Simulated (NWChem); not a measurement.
Molecule: BeBr2; SMILES [Br][Be][Br]

```xyz
3

Be     0.0000     0.0000     0.0000
Br     1.4375     0.3209    -1.2823
Br    -1.4375    -0.3209     1.2823
```
Atoms are numbered in this order, from 1.

Program: NWChem. Geometry: optimised at PBE0/def2-SVP. Vzz is the largest principal value of the second derivative of the potential at the nucleus (NWChem prints the opposite sign); η is the asymmetry. Non-relativistic.

For level PBE0/def2-SVP:

```
Item            Result
--------------  ------
Vzz Be1 (a.u.)  -0.116
Vzz Br3 (a.u.)   2.197
```

Problem. How do the values read with level PBE/def2-TZVP instead?

Solution. The vzz Be1 (a.u.) comes out as -0.132 and the vzz Br3 (a.u.) is 2.270.
